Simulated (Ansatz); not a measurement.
The cluster Mg₃N₂⁺. Charge 1, multiplicity 2. Geometry PBE-D4/def2-SVP.

```xyz
5

Mg   -0.0350    0.2194    1.5530
Mg   -1.1160    0.6281   -0.9062
Mg    1.1509   -0.8475   -0.6467
N     0.7496    1.1267   -0.1420
N    -0.7496   -1.1267    0.1420
```

At HF/def2-TZVP, r2SCAN-D4/def2-TZVP, PBE0-D4/def2-TZVP the charge 1 doublet is spin-contaminated (final ⟨S²⟩ up to 1.80, 0.75 for a pure state). Another isomer (doublet) lies 1.86 eV lower at PBE0-D4/def2-TZVP; other spin states weren't run for this one.

(1) Estimate the α-spin orbital energies around the gap (eV) in Ansatz with HF/def2-TZVP, PBE-D4/def2-TZVP, revPBE-D4/def2-TZVP, r2SCAN-D4/def2-TZVP, PBE0-D4/def2-TZVP.

## Answers

(1) 
```
orbital  HF/def2-TZVP  PBE-D4/def2-TZVP  revPBE-D4/def2-TZVP  r2SCAN-D4/def2-TZVP  PBE0-D4/def2-TZVP
 HOMO−9        -67.06            -51.48               -51.39               -52.83             -55.50
 HOMO−8        -67.06            -51.48               -51.39               -52.83             -55.50
 HOMO−7        -32.68            -21.28               -21.23               -22.21             -23.80
 HOMO−6        -31.57            -20.20               -20.16               -21.15             -22.69
 HOMO−5        -18.96            -10.90               -10.80               -11.13             -12.51
 HOMO−4        -16.30            -10.71               -10.58               -10.71             -11.78
 HOMO−3        -16.30            -10.71               -10.58               -10.71             -11.78
 HOMO−2        -16.01             -9.27                -9.16                -9.35             -10.36
 HOMO−1        -15.18             -9.27                -9.16                -9.35             -10.36
   HOMO        -15.18             -8.46                -8.37                -8.71              -9.94
   LUMO         -4.34             -7.99                -7.85                -7.49              -7.21
 LUMO+1         -3.29             -6.52                -6.40                -5.92              -5.72
 LUMO+2         -3.29             -6.52                -6.40                -5.92              -5.72
 LUMO+3         -1.77             -5.04                -4.94                -4.57              -4.27
 LUMO+4         -1.77             -5.04                -4.94                -4.57              -4.27
 LUMO+5         -1.01             -3.90                -3.82                -3.37              -3.18
 β HOMO        -10.35             -8.97                -8.86                -8.93              -9.89
 β LUMO         -4.13             -7.94                -7.81                -7.57              -7.11
```
